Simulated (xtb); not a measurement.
CdCl₂, triplet, at a GFN2-xTB geometry of the parent state (such geometries of metal compounds can be far from the true shape) (a higher spin typed on purpose: for a closed-shell molecule this is an excited state); GFN1-xTB run with xtb.

The xtb input:
```
$ xtb mol.xyz --gfn 1 --chrg 0 --uhf 2 --json

# file mol.xyz
3

Cd    -0.39671305     0.18389913    -0.31449633
Cl     1.79622522     0.09929264    -0.90545355
Cl    -0.67609427    -0.61853724     1.79344318
```

What the program printed (banner, timings and long lists left out):

```
   ID    Z sym.   atoms
    1   48 Cd     1
    2   17 Cl     2, 3

           -------------------------------------------------
          |                Calculation Setup                |
           -------------------------------------------------

           -------------------------------------------------
          |                 G F N 1 - x T B                 |
           -------------------------------------------------

          ...................................................
          :                      SETUP                      :
          :.................................................:
          :  # basis functions                  24          :
          :  # atomic orbitals                  22          :
          :  # shells                            8          :
          :  # electrons                        16          :
          :  # halogen bonds                     0          :
          :  max. iterations                   250          :
          :  Hamiltonian                  GFN1-xTB          :
          :  restarted?                      false          :
          :  GBSA solvation                  false          :
          :  PC potential                    false          :
          :  electronic temp.          300.0000000     K    :
          :  accuracy                    1.0000000          :
          :  -> integral cutoff          0.2500000E+02      :
          :  -> integral neglect         0.1000000E-07      :
          :  -> SCF convergence          0.1000000E-05 Eh   :
          :  -> wf. convergence          0.2000000E-04 e    :
          :  Broyden damping             0.4000000          :
          :  net charge                          0          :
          :  unpaired electrons                  2          :
          ...................................................

 iter      E             dE          RMSdq      gap      omega  full diag
   1     -9.2487636 -0.924876E+01  0.337E+00    4.93       0.0  T
   2     -9.2548414 -0.607772E-02  0.169E+00    5.19       1.0  T
   3     -9.2553938 -0.552480E-03  0.557E-01    5.27       1.0  T
   4     -9.2553904  0.342922E-05  0.776E-02    5.27       1.0  T
   5     -9.2553958 -0.536091E-05  0.133E-03    5.26      43.3  T
   6     -9.2553958  0.670428E-08  0.315E-03    5.26      18.3  T
   7     -9.2553958 -0.670694E-08  0.527E-05    5.26    1095.8  T
   8     -9.2553958 -0.503242E-11  0.130E-05    5.26    4426.1  T

[...]
         :: total energy              -9.247598241698 Eh    ::
[...]
         9        1.0000           -0.2972951              -8.0898 (HOMO)
        10                         -0.1038985              -2.8272 (LUMO)
        11                         -0.0396033              -1.0777
        12                         -0.0327771              -0.8919
        13                         -0.0321057              -0.8736
        14                         -0.0320319              -0.8716
        15                         -0.0317571              -0.8642
        16                         -0.0313950              -0.8543
        17                         -0.0312527              -0.8504
        18                         -0.0312321              -0.8499
        19                         -0.0192492              -0.5238
        20                         -0.0130936              -0.3563
       ...                                ...                  ...
        22                          0.1438082               3.9132
      -------------------------------------------------------------
                  HL-Gap            0.1933966 Eh            5.2626 eV
             Fermi-level           -0.3313147 Eh           -9.0155 eV

  Mulliken/CM5 charges         n(s)   n(p)   n(d)
     1Cd    0.25020  0.37186   1.327  0.423  0.000
     2Cl   -0.12510 -0.18593   1.936  5.178  0.010
     3Cl   -0.12510 -0.18593   1.936  5.178  0.010

Wiberg/Mayer (AO) data.
largest (>0.10) Wiberg bond orders for each atom

 ---------------------------------------------------------------------------
     #   Z sym  total        # sym  WBO       # sym  WBO       # sym  WBO
 ---------------------------------------------------------------------------
     1  48 Cd   1.177 --     2 Cl   0.589     3 Cl   0.589
     2  17 Cl   0.865 --     1 Cd   0.589     3 Cl   0.276
     3  17 Cl   0.865 --     1 Cd   0.589     2 Cl   0.276
 ---------------------------------------------------------------------------

Topologies differ in total number of bonds
Writing topology from bond orders to xtbtopo.mol

 dipole moment from electron density (au)
     X       Y       Z
  -0.3186   0.1477  -0.2526  total (Debye):    1.100

           -------------------------------------------------
          | TOTAL ENERGY               -9.247598241698 Eh   |
          | GRADIENT NORM               0.100370964995 Eh/α |
          | HOMO-LUMO GAP               5.262588005069 eV   |
           -------------------------------------------------

normal termination of xtb
```
